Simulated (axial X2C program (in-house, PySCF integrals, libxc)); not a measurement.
## Density and ELF of NaW

Calculated with an axial X2C code built on PySCF integrals. Two-component (2c) means X2C with spin–orbit coupling and atomic mean-field two-electron Coulomb and Gaunt terms. Basis: W dyall-cv3z [13s14p9d7f4g], Na dyall-cv3z [9s8p5d2f] (cores contracted in-house); Gaussian nuclei, density fitting, unrestricted open shells. Masses: W 183.951 u, Na 22.990 u.

PBE0, 2c, state Ω = 5/2 (⟨Sz⟩ = 2.46, ⟨Lz⟩ = 0.04 at PBE0); W at z = 0, Na at z = 2.942 Å.

The maps cover the half plane through the axis: z from -2.4 to 4.8 Å along the bond, ρ from 0.15 to 2.25 Å away from it.

log10 of the density in e/bohr³:

```
 ρ\z  -2.4  -1.8  -1.2  -0.6   0.0   0.6   1.2   1.8   2.4   3.0   3.6   4.2   4.8
0.15  -3.0  -2.3  -1.4  -0.1   1.8  -0.1  -1.3  -1.7  -0.5   0.7  -0.9  -2.5  -3.2
0.45  -3.0  -2.3  -1.5  -0.4   0.4  -0.4  -1.4  -1.8  -1.0  -0.1  -1.3  -2.6  -3.3
0.75  -3.1  -2.4  -1.7  -0.9  -0.4  -0.9  -1.6  -1.9  -1.6  -1.1  -1.9  -2.8  -3.3
1.05  -3.2  -2.6  -1.9  -1.4  -1.1  -1.4  -1.8  -2.1  -2.2  -2.0  -2.5  -3.0  -3.4
1.35  -3.4  -2.8  -2.2  -1.8  -1.6  -1.7  -2.0  -2.3  -2.4  -2.6  -2.8  -3.2  -3.6
1.65  -3.5  -3.0  -2.5  -2.1  -2.0  -2.1  -2.3  -2.5  -2.6  -2.8  -3.1  -3.4  -3.7
1.95  -3.7  -3.2  -2.8  -2.4  -2.3  -2.4  -2.5  -2.7  -2.9  -3.0  -3.2  -3.5  -3.9
2.25  -4.0  -3.5  -3.1  -2.8  -2.7  -2.7  -2.8  -2.9  -3.1  -3.2  -3.5  -3.7  -4.0
```

Electron localisation function (collinear form, no current term, damped to 0 at low density):

```
 ρ\z  -2.4  -1.8  -1.2  -0.6   0.0   0.6   1.2   1.8   2.4   3.0   3.6   4.2   4.8
0.15  0.09  0.20  0.29  0.57  0.26  0.56  0.38  0.12  0.77  0.21  0.68  0.03  0.14
0.45  0.09  0.21  0.29  0.59  0.34  0.57  0.40  0.19  0.51  0.85  0.47  0.03  0.16
0.75  0.08  0.23  0.31  0.46  0.59  0.43  0.44  0.36  0.09  0.52  0.12  0.03  0.20
1.05  0.07  0.23  0.34  0.39  0.42  0.35  0.49  0.57  0.03  0.06  0.03  0.06  0.20
1.35  0.05  0.21  0.36  0.40  0.38  0.38  0.52  0.67  0.13  0.03  0.04  0.15  0.14
1.65  0.03  0.17  0.34  0.41  0.41  0.41  0.50  0.69  0.47  0.15  0.16  0.26  0.06
1.95  0.01  0.11  0.27  0.37  0.39  0.38  0.44  0.62  0.67  0.48  0.36  0.17  0.02
2.25  0.00  0.05  0.18  0.28  0.30  0.30  0.34  0.47  0.55  0.45  0.23  0.05  0.01
```

Axial spin density in 10⁻³ e/bohr³:

```
 ρ\z  -2.4  -1.8  -1.2   -0.6    0.0    0.6   1.2   1.8   2.4   3.0   3.6   4.2   4.8
0.15   0.5   3.5  23.2  117.6   97.8  108.3  25.7   3.1   0.1   1.8  -0.3  -0.9  -0.4
0.45   0.5   3.1  19.4   99.9   56.0   98.0  21.1   2.6  -0.3   0.1  -0.7  -0.8  -0.4
0.75   0.4   2.5  13.8   60.4  103.8   59.8  14.3   1.8  -0.7  -0.6  -0.9  -0.8  -0.3
1.05   0.3   1.8   8.6   30.1   49.2   29.3   8.4   1.0  -0.9  -1.1  -0.9  -0.6  -0.3
1.35   0.2   1.2   4.9   13.8   20.4   13.2   4.4   0.4  -0.8  -1.0  -0.8  -0.5  -0.2
1.65   0.2   0.7   2.6    6.2    8.4    5.8   2.1   0.1  -0.7  -0.7  -0.6  -0.3  -0.2
1.95   0.1   0.4   1.3    2.8    3.5    2.5   0.9  -0.1  -0.5  -0.5  -0.4  -0.2  -0.1
2.25   0.1   0.2   0.6    1.2    1.4    1.1   0.4  -0.1  -0.3  -0.3  -0.2  -0.1  -0.1
```

The state is a single determinant with fixed occupations, the lowest that a limited PBE0 search found. Density functionals use the spin component along the axis (collinear). With several unpaired electrons one determinant need not be a pure state. This is the top spin component of a Σ state; components of lower Ω are not single determinants and can lie lower. The determinant is spin-polarised beyond a pure state at some levels (its spin-free form has ⟨S²⟩ too high), which makes Re and μ there less reliable.
